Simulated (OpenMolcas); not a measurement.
**BeMg⁻ at 2.706 Å: OpenMolcas input and output**

Input (each module block was a call of its own in one work directory; start orbitals came from a preliminary run):

```
&GATEWAY
Coord
2
angstrom
Mg 0.0 0.0 0.0
Be 0.0 0.0 2.7060
Basis=ANO-RCC-VTZP
Group=XY
RX2C
AMFI
ANGMom
0.0 0.0 0.0
RICD
&SEWARD
&GUESSORB
* RASSCF and CASPT2 blocks for each multiplicity and irrep, as for the first:
&RASSCF
FileOrb=$CurrDir/o22.orb
Symmetry=2
Spin=2
nActEl=5 0 0
Inactive=4 2
RAS2=4 4
CIRoot=6 6 1
Linear
Iterations=120 100
OrbListing=Nothing
PRWF=0.15
>>COPY $Project.RasOrb $CurrDir/o22.orb
>>COPY $Project.rasscf.h5 $CurrDir/r22.h5
&CASPT2
XMultistate=all
Imaginary=0.2
IPEA=0.25
MaxIter=40
>>COPY $Project.JobMix JOB001
&RASSI
Nr of JobIphs=4 6 8 5 4
1 2 3 4 5 6
1 2 3 4 5 6 7 8
1 2 3 4 5
1 2 3 4
SpinOrbit
EJob
Omega
MEES
MESO
Properties=4
'AngMom' 3 'Mltpl  1' 1 'Mltpl  1' 2 'Mltpl  1' 3
Thrs=1.0d-4
>>COPY $Project.rassi.h5 $CurrDir/so.h5
```

```bash
pymolcas m.inp
```

C2 symmetry about the axis (a holds Σ, Δ, Γ; b holds Π, Φ, H; Σ⁺ and Σ⁻ are not told apart); roots by multiplicity and irrep: 2b 6, 2a 8, 4a 5, 4b 4.

RASSI part of the output, in excerpt:

```
SPIN-FREE ENERGIES:
  (Shifted by EMIN (a.u.) =       -214.7470574803)
 SF State       Relative EMIN(au)   Rel lowest level(eV)    D:o, cm**(-1)      Abs_M
     1             0.0000000000        0.0000000000              0.0000         1.0
     2             0.0000000000        0.0000000000              0.0000         1.0
     7             0.0056072789        0.1525818307           1230.6555         0.0
    15             0.0392918729        1.0691863296           8623.5693         0.0
    20             0.0408463437        1.1114856356           8964.7362         1.0
    21             0.0408463526        1.1114858771           8964.7382         1.0
     3             0.0515039406        1.4014936203          11303.8084         1.0
     4             0.0515039406        1.4014936203          11303.8084         1.0
     8             0.0647826133        1.7628247139          14218.1402         2.0
     9             0.0648284450        1.7640718577          14228.1991         2.0
    10             0.0706106448        1.9214135280          15497.2452         0.0
    11             0.0774215904        2.1067488000          16992.0750         0.0
     5             0.0805408333        2.1916277232          17676.6697         1.0
     6             0.0805408342        2.1916277469          17676.6699         1.0
    16             0.0808807171        2.2008764334          17751.2656         0.0
    22             0.0868418796        2.3630879282          19059.5895         1.0
    23             0.0868418796        2.3630879282          19059.5895         1.0
    17             0.0904014891        2.4599498359          19840.8335         2.0
    18             0.0904062195        2.4600785590          19841.8717         2.0
    12             0.0928956955        2.5278206497          20388.2485         0.0
    19             0.0931855948        2.5357092138          20451.8741         0.0
    13             0.1054512305        2.8694741630          23143.8699         2.0
    14             0.1055232127        2.8714328997          23159.6682         2.0
++ Dipole transition strengths (spin-free states):
     for osc. strength at least  1.00000000E-05
      From   To        Osc. strength     Einstein coefficients Ax, Ay, Az (sec-1)    Total A (sec-1)
         1    7       4.52246681E-04  1.95978918E-01  4.56671853E+02  0.00000000E+00  4.56867831E+02
         1    3       6.92167177E-03  0.00000000E+00  0.00000000E+00  5.89933149E+05  5.89933149E+05
         1    8       1.18971645E-03  2.68052078E+04  1.33619508E+05  0.00000000E+00  1.60424715E+05
         1    9       1.19052156E-03  1.33901881E+05  2.68586217E+04  0.00000000E+00  1.60760503E+05
         1   10       6.31559218E-04  7.11280578E+01  1.01102032E+05  0.00000000E+00  1.01173160E+05
         1   11       5.28661453E-03  1.01767915E+06  4.73050183E+02  0.00000000E+00  1.01815220E+06
         1    6       5.65516334E-03  0.00000000E+00  0.00000000E+00  1.17865929E+06  1.17865929E+06
         1   12       2.67451122E-03  7.41247227E+05  3.13102573E+02  0.00000000E+00  7.41560329E+05
         1   13       3.29154258E-05  7.97883645E+03  3.78133528E+03  0.00000000E+00  1.17601717E+04
         1   14       3.30621569E-05  3.80521750E+03  8.02351134E+03  0.00000000E+00  1.18287288E+04
         2    7       4.52246563E-04  4.56671733E+02  1.95979315E-01  0.00000000E+00  4.56867713E+02
         2    4       6.92167309E-03  0.00000000E+00  0.00000000E+00  5.89933262E+05  5.89933262E+05
         2    8       1.18972272E-03  1.33620231E+05  2.68053288E+04  0.00000000E+00  1.60425560E+05
         2    9       1.19052262E-03  2.68582226E+04  1.33902424E+05  0.00000000E+00  1.60760647E+05
         2   10       6.31554373E-04  1.01101285E+05  7.10987166E+01  0.00000000E+00  1.01172384E+05
         2   11       5.28661987E-03  4.73268918E+02  1.01767996E+06  0.00000000E+00  1.01815323E+06
         2    5       5.65516298E-03  0.00000000E+00  0.00000000E+00  1.17865919E+06  1.17865919E+06
         2   12       2.67453928E-03  3.13234989E+02  7.41254874E+05  0.00000000E+00  7.41568109E+05
         2   13       3.29154367E-05  3.78130562E+03  7.97887002E+03  0.00000000E+00  1.17601756E+04
         2   14       3.30613286E-05  8.02351620E+03  3.80491629E+03  0.00000000E+00  1.18284325E+04
         7    3       3.78778266E-05  1.84255603E+00  2.56180389E+03  0.00000000E+00  2.56364645E+03
         7    4       3.78777590E-05  2.56180019E+03  1.84168081E+00  0.00000000E+00  2.56364187E+03
         7   10       9.40274536E-05  0.00000000E+00  0.00000000E+00  1.27654829E+04  1.27654829E+04
         7    5       1.09745982E-02  1.97852961E+06  1.41107555E+03  0.00000000E+00  1.97994069E+06
         7    6       1.09746061E-02  1.41107499E+03  1.97853108E+06  0.00000000E+00  1.97994215E+06
        15   20       1.39651700E-04  1.08345824E+01  7.73859904E-03  0.00000000E+00  1.08423210E+01
        15   21       1.39652235E-04  7.73871739E-03  1.08347476E+01  0.00000000E+00  1.08424863E+01
        15   16       2.66986280E-02  0.00000000E+00  0.00000000E+00  1.48372539E+06  1.48372539E+06
        20   22       1.74972957E-02  0.00000000E+00  0.00000000E+00  1.18935959E+06  1.18935959E+06
        20   17       1.88665407E-04  7.68988658E+02  1.41171023E+04  0.00000000E+00  1.48860910E+04
        20   18       1.88687170E-04  1.41214560E+04  7.69194621E+02  0.00000000E+00  1.48906506E+04
        20   19       2.78929920E-04  1.75217952E+01  2.45330151E+04  0.00000000E+00  2.45505369E+04
        21   23       1.74972870E-02  0.00000000E+00  0.00000000E+00  1.18935854E+06  1.18935854E+06
        21   17       1.88666884E-04  1.41172348E+04  7.68967333E+02  0.00000000E+00  1.48862021E+04
        21   18       1.88683078E-04  7.69193284E+02  1.41211290E+04  0.00000000E+00  1.48903223E+04
        21   19       2.78928144E-04  2.45328490E+04  1.75232332E+01  0.00000000E+00  2.45503723E+04
         3    8       4.61633402E-05  4.25580060E+01  2.18969544E+02  0.00000000E+00  2.61527550E+02
         3    9       4.63326040E-05  2.21254897E+02  4.30466620E+01  0.00000000E+00  2.64301559E+02
         3   10       7.40625474E-05  5.74589993E-01  8.68147948E+02  0.00000000E+00  8.68722538E+02
         3   11       2.73202480E-05  5.89337424E+02  3.02328835E-01  0.00000000E+00  5.89639752E+02
         3    6       6.37194952E-04  0.00000000E+00  0.00000000E+00  1.72616981E+04  1.72616981E+04
         3   13       1.32315206E-04  8.35001900E+03  4.02255054E+03  0.00000000E+00  1.23725695E+04
         3   14       1.32412012E-04  4.03595491E+03  8.37873066E+03  0.00000000E+00  1.24146856E+04
         4    8       4.61629890E-05  2.18967483E+02  4.25580776E+01  0.00000000E+00  2.61525560E+02
         4    9       4.63327027E-05  4.30471648E+01  2.21254958E+02  0.00000000E+00  2.64302122E+02
         4   10       7.40629499E-05  8.68152346E+02  5.74912861E-01  0.00000000E+00  8.68727259E+02
         4   11       2.73199049E-05  3.01599195E-01  5.89330749E+02  0.00000000E+00  5.89632348E+02
         4    5       6.37194208E-04  0.00000000E+00  0.00000000E+00  1.72616769E+04  1.72616769E+04
         4   13       1.32314963E-04  4.02255601E+03  8.34999084E+03  0.00000000E+00  1.23725468E+04
         4   14       1.32410725E-04  8.37871246E+03  4.03585247E+03  0.00000000E+00  1.24145649E+04
         8    5       2.49176596E-04  1.66437182E+03  3.23701732E+02  0.00000000E+00  1.98807355E+03
         8    6       2.49174970E-04  3.23702286E+02  1.66435851E+03  0.00000000E+00  1.98806080E+03
         8   13       2.44079846E-03  0.00000000E+00  0.00000000E+00  1.29706463E+05  1.29706463E+05
         8   14       9.13518064E-04  0.00000000E+00  0.00000000E+00  4.87172596E+04  4.87172596E+04
         9    5       2.48461376E-04  3.20960290E+02  1.64989244E+03  0.00000000E+00  1.97085273E+03
         9    6       2.48462384E-04  1.64989375E+03  3.20967196E+02  0.00000000E+00  1.97086094E+03
         9   13       9.10798171E-04  0.00000000E+00  0.00000000E+00  4.82916930E+04  4.82916930E+04
         9   14       2.44259385E-03  0.00000000E+00  0.00000000E+00  1.29968854E+05  1.29968854E+05
        10    5       1.60018775E-04  5.06668726E+02  3.18259805E-01  0.00000000E+00  5.06986985E+02
        10    6       1.60019629E-04  3.18381030E-01  5.06671398E+02  0.00000000E+00  5.06989779E+02
        11    5       3.02385849E-05  5.53411225E-03  9.44748933E+00  0.00000000E+00  9.45302344E+00
        11    6       3.02387705E-05  9.44755030E+00  5.53646321E-03  0.00000000E+00  9.45308676E+00
        11   12       2.33283974E-04  0.00000000E+00  0.00000000E+00  1.79476202E+03  1.79476202E+03
         5   12       3.73034930E-05  1.43049298E-01  1.82808543E+02  0.00000000E+00  1.82951592E+02
         5   13       1.06745892E-05  6.89068387E+01  1.43918513E+02  0.00000000E+00  2.12825352E+02
         5   14       1.06736819E-05  1.44763048E+02  6.92758671E+01  0.00000000E+00  2.14038915E+02
         6   12       3.73048253E-05  1.82814937E+02  1.43163060E-01  0.00000000E+00  1.82958100E+02
         6   13       1.06745781E-05  1.43917745E+02  6.89073691E+01  0.00000000E+00  2.12825114E+02
         6   14       1.06736522E-05  6.92754037E+01  1.44762900E+02  0.00000000E+00  2.14038304E+02
        16   22       7.31137681E-04  8.34147054E+02  6.32817530E-01  0.00000000E+00  8.34779872E+02
        16   23       7.31137414E-04  6.32815787E-01  8.34146751E+02  0.00000000E+00  8.34779567E+02
        22   17       4.50623799E-05  9.54321260E-01  1.73911854E+01  0.00000000E+00  1.83455066E+01
        22   18       4.51224118E-05  1.74606712E+01  9.58132612E-01  0.00000000E+00  1.84188038E+01
        22   19       3.27300951E-05  3.20954881E-02  4.22878899E+01  0.00000000E+00  4.23199854E+01
        23   17       4.50625770E-05  1.73912602E+01  9.54326659E-01  0.00000000E+00  1.83455869E+01
        23   18       4.51225281E-05  9.58129068E-01  1.74607222E+01  0.00000000E+00  1.84188513E+01
        23   19       3.27296537E-05  4.22873145E+01  3.21002025E-02  0.00000000E+00  4.23194147E+01
 Electric-quadrupole - electric-quadrupole not included
 Electric-dipole - electric-octupole not included
 Electric-dipole - magnetic-quadrupole not included
   Eigenvalues of complex Hamiltonian:
  (Shifted by EMIN (a.u.) =       -214.7470574803)
 SO State       Relative EMIN(au)   Rel lowest level(eV)    D:o, cm**(-1)      Omega
     1            -0.0000223796        0.0000000000              0.0000         0.5
     2            -0.0000223796        0.0000000000              0.0000         0.5
     3             0.0000220944        0.0012101973              9.7609         1.5
     4             0.0000220944        0.0012101973              9.7609         1.5
     5             0.0056074784        0.1531962383           1235.6110         0.5
     6             0.0056074784        0.1531962383           1235.6110         0.5
     7             0.0392909166        1.0697692856           8628.2712         0.5
     8             0.0392909166        1.0697692856           8628.2712         0.5
     9             0.0392914475        1.0697837319           8628.3877         1.5
    10             0.0392914475        1.0697837319           8628.3877         1.5
    11             0.0408155117        1.1112556313           8962.8811         0.5
    12             0.0408155117        1.1112556313           8962.8811         0.5
    13             0.0408364061        1.1118241977           8967.4669         0.5
    14             0.0408364061        1.1118241977           8967.4669         0.5
    15             0.0408570226        1.1123852006           8971.9917         1.5
    16             0.0408570226        1.1123852006           8971.9917         1.5
    17             0.0408774109        1.1129399963           8976.4664         2.5
    18             0.0408774109        1.1129399963           8976.4664         2.5
    19             0.0514844451        1.4015721001          11304.4414         0.5
    20             0.0514844451        1.4015721001          11304.4414         0.5
    21             0.0515234928        1.4026346432          11313.0113         1.5
    22             0.0515234928        1.4026346432          11313.0113         1.5
    23             0.0647820939        1.7634195579          14222.9379         2.0
    24             0.0647820939        1.7634195579          14222.9379         2.0
    25             0.0648289445        1.7646944283          14233.2204         2.2
    26             0.0648289445        1.7646944283          14233.2204         2.2
    27             0.0706105430        1.9220197369          15502.1346         0.5
    28             0.0706105430        1.9220197369          15502.1346         0.5
    29             0.0774214366        2.1073535938          16996.9530         0.5
    30             0.0774214366        2.1073535938          16996.9530         0.5
    31             0.0805407194        2.1922336039          17681.5565         0.5
    32             0.0805407194        2.1922336039          17681.5565         0.5
    33             0.0805411782        2.1922460872          17681.6571         1.5
    34             0.0805411782        2.1922460872          17681.6571         1.5
    35             0.0808806496        2.2014835747          17756.1625         0.5
    36             0.0808806496        2.2014835747          17756.1625         0.5
    37             0.0808807217        2.2014855364          17756.1783         1.5
    38             0.0808807217        2.2014855364          17756.1783         1.5
    39             0.0868136807        2.3629295744          19058.3123         0.5
    40             0.0868136807        2.3629295744          19058.3123         0.5
    41             0.0868324746        2.3634409831          19062.4371         0.5
    42             0.0868324746        2.3634409831          19062.4371         0.5
    43             0.0868512438        2.3639517198          19066.5565
```

Only roots inside an energy window near the equilibrium distance were included, so the list of states is not complete; labels number the states computed. Each spin and symmetry block has orbitals of its own, averaged over its own roots, so gaps between blocks are less sure than gaps within one and near the minimum can be off by tenths of an eV, in bad cases by more. No Rydberg orbitals are active, so Rydberg states, and σ→σ* states whose orbital the CASSCF left unused, can be missing between those listed. CASPT2 splits the two components of degenerate states numerically, here by up to 16 cm⁻¹. For an anion, states above the electron-detachment threshold (often below 1 to 3 eV) are held by the basis set and are not bound levels.
